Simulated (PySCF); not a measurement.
Compound: SbH2Et, C2H7Sb.
Bonds: Sb1–C4, C4–C5. Hydrogens: H2, H3 on Sb1; H6, H7 on C4; H8, H9, H10 on C5.

Method: PySCF, PBE0-D3(BJ)/def2-SVP geometry optimisation, gas phase, def2 core potentials past Kr; density fitting, grid level 1; the optimiser is geomeTRIC in internal coordinates, started from a GFN2-xTB structure with every atom displaced at random (about 0.03 Å).

Geometry at step 1:
```
atom  x, y, z in Å
Sb1     1.1362    1.3854    0.7043
H2      2.4591    1.5635   -0.4238
H3      0.2097    2.4227   -0.2230
C4      0.3324   -0.4316   -0.2517
C5     -1.0606   -0.8022    0.2851
H6      1.0120   -1.2717   -0.0527
H7      0.2604   -0.2780   -1.3372
H8     -1.4206   -1.7236   -0.1920
H9     -1.0271   -0.9583    1.3743
H10    -1.7769    0.0171    0.1211
```

**Question.** Give the atomic forces at this geometry.

**Answer.** 
```csv
atom,Fx (eV/Å),Fy (eV/Å),Fz (eV/Å)
Sb1,0.690,-0.603,0.035
H2,-0.274,-0.084,0.262
H3,-0.463,0.416,-0.391
C4,-0.727,-0.097,0.154
C5,0.615,0.494,0.185
H6,0.268,0.113,-0.067
H7,0.263,0.050,-0.038
H8,-0.174,-0.013,-0.012
H9,-0.050,-0.161,0.035
H10,-0.148,-0.115,-0.162
```

The largest, 0.92 eV/Å, acts on Sb1; the rms over all components is 0.318 eV/Å. The forces sum to zero within rounding, as they must for an isolated molecule in no field.

**Question.** Give the force on Sb1 in Eh/bohr and in nN.

**Answer.** 0.917 eV/Å ÷ 51.422 = 0.01783 Eh/bohr, and 0.917 eV/Å × 1.602 = 1.47 nN.

**Question.** How far is this geometry from the end of the optimisation?

**Answer.** 0.056 eV above it, and 0.036 Å rms away after alignment. The bonds farthest from their final lengths, with half the difference of the two atoms' forces along the bond (positive lengthens):

```json
{"bond": "Sb1–H3", "now (Å)": "1.672", "final (Å)": "1.719", "force along bond (eV/Å)": "+0.75"}
{"bond": "Sb1–H2", "now (Å)": "1.748", "final (Å)": "1.719", "force along bond (eV/Å)": "-0.41"}
{"bond": "C4–C5", "now (Å)": "1.538", "final (Å)": "1.519", "force along bond (eV/Å)": "-0.67"}
{"bond": "Sb1–C4", "now (Å)": "2.205", "final (Å)": "2.191", "force along bond (eV/Å)": "+0.02"}
{"bond": "C5–H8", "now (Å)": "1.098", "final (Å)": "1.103", "force along bond (eV/Å)": "+0.38"}
{"bond": "C4–H6", "now (Å)": "1.099", "final (Å)": "1.101", "force along bond (eV/Å)": "+0.21"}
```

The angle farthest from its final value is H8–C5–H10, 110.3° against 107.1°.

Of the 4 listed bonds off by 0.010 Å or more, this force points towards the final length in 3.

What follows is the cost of the whole optimisation. On Arm Neoverse V2, one thread, no GPU, shared host with 96 logical CPUs at a one-minute load of 27, this took 16 s and 0.34 GiB of memory at its peak.
